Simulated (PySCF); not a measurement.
C$_{4}$H$_{5}$Cl, singlet, at a GFN2-xTB geometry; MP2/cc-pVDZ (PySCF).

Input for PySCF:
```python
from pyscf import gto, scf, mp

mol = gto.M(
    atom='''
C    -2.801476   -0.633108    0.766943
C    -1.871615   -0.101536   -0.020548
C    -0.456595   -0.182294    0.256158
C     0.463048    0.355035   -0.541909
Cl    2.146064    0.263830   -0.220835
H    -2.541530   -1.161481    1.669212
H    -3.850311   -0.559354    0.538807
H    -2.153532    0.425229   -0.922368
H    -0.160339   -0.705839    1.154088
H     0.222455    0.887738   -1.449404
''',
    basis='cc-pvdz',
    charge=0,
    spin=0,
    verbose=4,
    max_memory=1800,
)

mf = scf.RHF(mol)
mf.kernel()

pt = mp.MP2(mf, frozen=9)
pt.kernel()
print('E(MP2) = %.10f' % pt.e_tot)
```

What the program printed (banner, timings and long lists left out):

```
PySCF version 2.14.0

[INPUT] verbose = 4
[INPUT] num. atoms = 10
[INPUT] num. electrons = 46
[INPUT] charge = 0
[INPUT] spin (= nelec alpha-beta = 2S) = 0
[INPUT] symmetry False subgroup None
[INPUT] Mole.unit = angstrom
[INPUT] Symbol           X                Y                Z      unit          X                Y                Z       unit  Magmom
[INPUT]  1 C     -2.801476000000  -0.633108000000   0.766943000000 AA   -5.294022384542  -1.196400727271   1.449312223152 Bohr   0.0
[INPUT]  2 C     -1.871615000000  -0.101536000000  -0.020548000000 AA   -3.536839760628  -0.191875231784  -0.038830092408 Bohr   0.0
[INPUT]  3 C     -0.456595000000  -0.182294000000   0.256158000000 AA   -0.862839499846  -0.344485734151   0.484068464616 Bohr   0.0
[INPUT]  4 C      0.463048000000   0.355035000000  -0.541909000000 AA    0.875033902528   0.670918914635  -1.024059594437 Bohr   0.0
[INPUT]  5 Cl     2.146064000000   0.263830000000  -0.220835000000 AA    4.055473205789   0.498566443444  -0.417317668718 Bohr   0.0
[INPUT]  6 H     -2.541530000000  -1.161481000000   1.669212000000 AA   -4.802795637366  -2.194880988886   3.154353523837 Bohr   0.0
[INPUT]  7 H     -3.850311000000  -0.559354000000   0.538807000000 AA   -7.276033284400  -1.057025866680   1.018197663999 Bohr   0.0
[INPUT]  8 H     -2.153532000000   0.425229000000  -0.922368000000 AA   -4.069585680487   0.803566350223  -1.743022906063 Bohr   0.0
[INPUT]  9 H     -0.160339000000  -0.705839000000   1.154088000000 AA   -0.302996797087  -1.333842398037   2.180910243647 Bohr   0.0
[INPUT] 10 H      0.222455000000   0.887738000000  -1.449404000000 AA    0.420379025040   1.677581690369  -2.738976603849 Bohr   0.0

nuclear repulsion = 185.28919118396
number of shells = 40
number of NR pGTOs = 180
number of NR cGTOs = 99
basis = cc-pvdz
ecp = {}

******** <class 'pyscf.scf.hf.RHF'> ********
method = RHF
initial guess = minao
damping factor = 0
level_shift factor = 0
DIIS = <class 'pyscf.scf.diis.CDIIS'>
diis_start_cycle = 1
diis_space = 8
diis_damp = 0
SCF conv_tol = 1e-09
SCF conv_tol_grad = None
SCF max_cycles = 50
direct_scf = True
direct_scf_tol = 1e-13
Set gradient conv threshold to 3.16228e-05
Initial guess from minao.
init E= -614.889488245291
  HOMO = -0.208913166220596  LUMO = 0.0152805879742535  gap/eV = 6.10062
cycle= 1 E= -613.782898740898  delta_E= 1.11  |g|= 0.436  |ddm|= 2.93
  HOMO = -0.349999096249168  LUMO = 0.0577067415484165  gap/eV = 11.09424
cycle= 2 E= -613.840877389228  delta_E= -0.058  |g|= 0.222  |ddm|= 0.647
  HOMO = -0.319367320946558  LUMO = 0.103529567989437  gap/eV = 11.50761
cycle= 3 E= -613.853720596766  delta_E= -0.0128  |g|= 0.0623  |ddm|= 0.261
  HOMO = -0.320720441989981  LUMO = 0.108492877030741  gap/eV = 11.67949
cycle= 4 E= -613.855399178779  delta_E= -0.00168  |g|= 0.0146  |ddm|= 0.106
  HOMO = -0.323542290298009  LUMO = 0.106387425784616  gap/eV = 11.69898
cycle= 5 E= -613.855479768431  delta_E= -8.06e-05  |g|= 0.00422  |ddm|= 0.0201
  HOMO = -0.32335954656011  LUMO = 0.107151509685399  gap/eV = 11.71480
cycle= 6 E= -613.855496029214  delta_E= -1.63e-05  |g|= 0.00175  |ddm|= 0.0113
  HOMO = -0.323443411680247  LUMO = 0.107233380193543  gap/eV = 11.71931
cycle= 7 E= -613.85549790335  delta_E= -1.87e-06  |g|= 0.000614  |ddm|= 0.00399
  HOMO = -0.323444133757219  LUMO = 0.107259006218256  gap/eV = 11.72003
cycle= 8 E= -613.855498119574  delta_E= -2.16e-07  |g|= 0.00021  |ddm|= 0.00126
  HOMO = -0.323447811341299  LUMO = 0.107243129569069  gap/eV = 11.71970
cycle= 9 E= -613.855498150995  delta_E= -3.14e-08  |g|= 7.51e-05  |ddm|= 0.000504
  HOMO = -0.32344484178465  LUMO = 0.107238814954423  gap/eV = 11.71950
cycle= 10 E= -613.855498155092  delta_E= -4.1e-09  |g|= 2.38e-05  |ddm|= 0.000189
  HOMO = -0.323445021951871  LUMO = 0.107235588638888  gap/eV = 11.71942
cycle= 11 E= -613.85549815562  delta_E= -5.28e-10  |g|= 7.22e-06  |ddm|= 7.1e-05
  HOMO = -0.323444727958708  LUMO = 0.107235864140974  gap/eV = 11.71942
Extra cycle  E= -613.855498155642  delta_E= -2.21e-11  |g|= 2.91e-06  |ddm|= 1.11e-05
converged SCF energy = -613.855498155642

******** <class 'pyscf.mp.mp2.RMP2'> ********
nocc = 14, nmo = 90
frozen orbitals 9
E(RMP2) = -614.51920740997  E_corr = -0.663709254327603
E(SCS-RMP2) = -614.507649845624  E_corr = -0.652151689981823
E_corr(same-spin) = -0.166499325243808
E_corr(oppo-spin) = -0.497209929083795
E(MP2) = -614.5192074100
```
